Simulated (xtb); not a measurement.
xtb input (GFN2-xTB):

```bash
xtb mol.xyz --gfn 2 --sp --chrg 1 --uhf 0
```
mol.xyz:
```
3

Ag    -0.00000000    -0.00000000    -0.63988361
C      0.00000000     0.00000000     1.51185450
O      0.00000000     0.00000000     2.62542533
```

Output:

```
           -------------------------------------------------
          |                Calculation Setup                |
           -------------------------------------------------

           -------------------------------------------------
          |                 G F N 2 - x T B                 |
           -------------------------------------------------

        Reference                      10.1021/acs.jctc.8b01176
      * Hamiltonian:
        H0-scaling (s, p, d)           1.850000    2.230000    2.230000
        zeta-weighting                 0.500000
      * Dispersion:
        s8                             2.700000
        a1                             0.520000
        a2                             5.000000
        s9                             5.000000
      * Repulsion:
        kExp                           1.500000    1.000000
        rExp                           1.000000
      * Coulomb:
        alpha                          2.000000
        third order                    shell-resolved
        anisotropic                    true
        a3                             3.000000
        a5                             4.000000
        cn-shift                       1.200000
        cn-exp                         4.000000
        max-rad                        5.000000

          ...................................................
          :                      SETUP                      :
          :.................................................:
          :  # basis functions                  18          :
          :  # atomic orbitals                  17          :
          :  # shells                            7          :
          :  # electrons                        20          :
          :  max. iterations                   250          :
          :  Hamiltonian                  GFN2-xTB          :
          :  restarted?                      false          :
          :  GBSA solvation                  false          :
          :  PC potential                    false          :
          :  electronic temp.          300.0000000     K    :
          :  accuracy                    1.0000000          :
          :  -> integral cutoff          0.2500000E+02      :
          :  -> integral neglect         0.1000000E-07      :
          :  -> SCF convergence          0.1000000E-05 Eh   :
          :  -> wf. convergence          0.1000000E-03 e    :
          :  Broyden damping             0.4000000          :
          :  net charge                          1          :
          :  unpaired electrons                  0          :
          ...................................................

 iter      E             dE          RMSdq      gap      omega  full diag
   1     -9.6403417 -0.964034E+01  0.166E+01    4.72       0.0  T
   2     -9.6580523 -0.177105E-01  0.971E+00    4.05       1.0  T
   3     -9.6470346  0.110177E-01  0.217E+00    2.34       1.0  T
   4     -9.6597021 -0.126675E-01  0.138E+00    2.97       1.0  T
   5     -9.6613673 -0.166520E-02  0.339E-01    3.02       1.0  T
   6     -9.6613792 -0.119077E-04  0.109E-01    2.96       1.0  T
   7     -9.6613850 -0.579360E-05  0.281E-02    2.99       2.1  T
   8     -9.6613852 -0.156172E-06  0.115E-02    2.99       5.0  T
   9     -9.6613852 -0.138069E-07  0.788E-04    2.99      73.3  T
  10     -9.6613852  0.981082E-11  0.441E-04    2.99     131.1  T

   *** convergence criteria satisfied after 10 iterations ***

         #    Occupation            Energy/Eh            Energy/eV
      -------------------------------------------------------------
         1        2.0000           -1.0456751             -28.4543
       ...           ...                  ...                  ...
         4        2.0000           -0.8726658             -23.7464
         5        2.0000           -0.7656644             -20.8348
         6        2.0000           -0.6615563             -18.0019
         7        2.0000           -0.6615563             -18.0019
         8        2.0000           -0.6580334             -17.9060
         9        2.0000           -0.6580334             -17.9060
        10        2.0000           -0.6501583             -17.6917 (HOMO)
        11                         -0.5403295             -14.7031 (LUMO)
        12                         -0.5403295             -14.7031
        13                         -0.4688295             -12.7575
        14                         -0.3152748              -8.5791
        15                         -0.3152748              -8.5791
       ...                                ...                  ...
        17                          0.6525668              17.7572
      -------------------------------------------------------------
                  HL-Gap            0.1098288 Eh            2.9886 eV
             Fermi-level           -0.5952439 Eh          -16.1974 eV

 SCC (total)                   0 d,  0 h,  0 min,  0.003 sec
 SCC setup                      ...        0 min,  0.000 sec (  3.386%)
 Dispersion                     ...        0 min,  0.000 sec (  1.003%)
 classical contributions        ...        0 min,  0.000 sec (  0.699%)
 integral evaluation            ...        0 min,  0.001 sec ( 17.413%)
 iterations                     ...        0 min,  0.002 sec ( 53.866%)
 molecular gradient             ...        0 min,  0.001 sec ( 18.357%)
 printout                       ...        0 min,  0.000 sec (  4.847%)

         :::::::::::::::::::::::::::::::::::::::::::::::::::::
         ::                     SUMMARY                     ::
         :::::::::::::::::::::::::::::::::::::::::::::::::::::
         :: total energy              -9.580832120962 Eh    ::
         :: gradient norm              0.026523917696 Eh/a0 ::
         :: HOMO-LUMO gap              2.988594798414 eV    ::
         ::.................................................::
         :: SCC energy                -9.661385201996 Eh    ::
         :: -> isotropic ES            0.138318449384 Eh    ::
         :: -> anisotropic ES         -0.010780322125 Eh    ::
         :: -> anisotropic XC         -0.007173505938 Eh    ::
         :: -> dispersion             -0.001070085475 Eh    ::
         :: repulsion energy           0.080553081035 Eh    ::
         :: add. restraining           0.000000000000 Eh    ::
         :: total charge               1.000000000000 e     ::
         :::::::::::::::::::::::::::::::::::::::::::::::::::::

           -------------------------------------------------
          |                Property Printout                |
           -------------------------------------------------

    * Orbital Energies and Occupations

         #    Occupation            Energy/Eh            Energy/eV
      -------------------------------------------------------------
         1        2.0000           -1.0456751             -28.4543
         2        2.0000           -0.8987387             -24.4559
         3        2.0000           -0.8726658             -23.7464
         4        2.0000           -0.8726658             -23.7464
         5        2.0000           -0.7656644             -20.8348
         6        2.0000           -0.6615563             -18.0019
         7        2.0000           -0.6615563             -18.0019
         8        2.0000           -0.6580334             -17.9060
         9        2.0000           -0.6580334             -17.9060
        10        2.0000           -0.6501583             -17.6917 (HOMO)
        11                         -0.5403295             -14.7031 (LUMO)
        12                         -0.5403295             -14.7031
        13                         -0.4688295             -12.7575
        14                         -0.3152748              -8.5791
Note: The following floating-point exceptions are signalling: IEEE_DENORMAL
normal termination of xtb
        15                         -0.3152748              -8.5791
        16                         -0.1081526              -2.9430
        17                          0.6525668              17.7572
      -------------------------------------------------------------
                  HL-Gap            0.1098288 Eh            2.9886 eV
             Fermi-level           -0.5952439 Eh          -16.1974 eV

     #   Z          covCN         q      C6AA      α(0)
     1  47 Ag       0.843     0.612   238.959    32.128
     2   6 C        1.699     0.200    26.651     8.361
     3   8 O        0.856     0.188    12.821     4.801

 Mol. C6AA /au·bohr⁶  :        576.567788
 Mol. C8AA /au·bohr⁸  :      35540.081181
 Mol. α(0) /au        :         45.289281

Wiberg/Mayer (AO) data.
largest (>0.10) Wiberg bond orders for each atom

 ---------------------------------------------------------------------------
     #   Z sym  total        # sym  WBO       # sym  WBO       # sym  WBO
 ---------------------------------------------------------------------------
     1  47 Ag   0.843 --     2 C    0.755
     2   6 C    3.457 --     3 O    2.703     1 Ag   0.755
     3   8 O    2.792 --     2 C    2.703
 ---------------------------------------------------------------------------

Topologies differ in total number of bonds
Writing topology from bond orders to xtbtopo.mol

molecular dipole:
                 x           y           z       tot (Debye)
 q only:        0.000       0.000       0.764
   full:        0.000       0.000      -0.145       0.370
molecular quadrupole (traceless):
                xx          xy          yy          xz          yz          zz
 q only:       -3.578       0.000      -3.578       0.000       0.000       7.155
  q+dip:       -5.278       0.000      -5.278       0.000       0.000      10.557
   full:       -3.718       0.000      -3.718       0.000       0.000       7.436

           -------------------------------------------------
          | TOTAL ENERGY               -9.580832120962 Eh   |
          | GRADIENT NORM               0.026523917696 Eh/α |
          | HOMO-LUMO GAP               2.988594798414 eV   |
           -------------------------------------------------

------------------------------------------------------------------------
------------------------------------------------------------------------
 total:
 SCF:
```
